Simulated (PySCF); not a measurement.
**Working out the ionisation energy of Cu⁺**

Cu⁺ [Ar] 3d10 (1S) → Cu²⁺ [Ar] 3d9 (2D). Computed with PySCF 2.14 in pcseg-2 (6s4p3d2f1g, 56 functions), with no relativity, point nucleus. Frozen: [Ar]. Energies in hartree (1 hartree = 27.21139 eV):

```json
{"part": "UHF", "Cu⁺ (lower)": "-1638.695180", "Cu²⁺ (upper)": "-1638.059365"}
{"part": "MP2 opposite-spin", "Cu⁺ (lower)": "-0.256843", "Cu²⁺ (upper)": "-0.175338"}
{"part": "MP2 same-spin", "Cu⁺ (lower)": "-0.150925", "Cu²⁺ (upper)": "-0.102665"}
```

Task: What does Hartree-Fock give?

Result: (-1638.059365) − (-1638.695180) = 0.635815 hartree = 17.301 eV.

Task: What do MP2 and SCS-MP2 (6/5 opposite-spin, 1/3 same-spin) give?

Result: The opposite-spin parts differ by 2.218 eV and the same-spin parts by 1.313 eV. MP2: 17.301 + (2.218) + (1.313) = 20.832 eV. SCS-MP2: 17.301 + 1.2 × (2.218) + (1.313)/3 = 20.400 eV.

Reference: 20.292 eV (measured; NIST Atomic Spectra Database, ionization energies), between the lowest levels; spin-orbit coupling is absent from the calculation.

The calculation is non-relativistic.

What remains against the reference includes basis incompleteness, the frozen core and correlation beyond second order.
